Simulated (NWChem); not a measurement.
CH6Zr; SMILES [ZrH3][CH3]

```xyz
8

Zr     0.0000     0.0000     0.3544
C      0.0000     0.0000    -1.8151
H      0.7432     0.7219    -2.2043
H     -0.9968     0.2827    -2.2045
H      0.2536    -1.0046    -2.2045
H     -1.6972     0.4817     0.9266
H      0.4315    -1.7107     0.9266
H      1.2657     1.2290     0.9265
```
Atoms are numbered in this order, from 1.

Level: PBE0/def2-SVP with def2 effective core potentials on Zr (NWChem), optimised geometry, unscaled harmonic frequencies. def2 effective core potentials on Zr; no spin-orbit coupling.

Problem. List the harmonic frequencies with IR intensities, and the thermochemistry.

Solution. 
| frequency (cm⁻¹) | IR intensity (km/mol) |
|---|---|
| 135 | 0.0 |
| 257 | 5.4 |
| 257 | 5.4 |
| 477 | 8.4 |
| 488 | 69.3 |
| 488 | 69.4 |
| 587 | 328.0 |
| 617 | 71.1 |
| 617 | 71.0 |
| 1141 | 20.5 |
| 1378 | 11.0 |
| 1378 | 11.0 |
| 1673 | 598.6 |
| 1673 | 598.6 |
| 1718 | 185.2 |
| 3001 | 3.0 |
| 3115 | 0.9 |
| 3115 | 0.9 |

```yaml
zero_point_energy: 31.6 kcal/mol
thermal correction to the enthalpy at 298.15 K (with zero-point energy): 35.8 kcal/mol
heat capacity Cv: 18.9 cal/(mol K)
entropy at 298.15 K and 1 atm (symmetry number 3): 70.2 cal/(mol K)
```

Rigid rotor and harmonic oscillator.
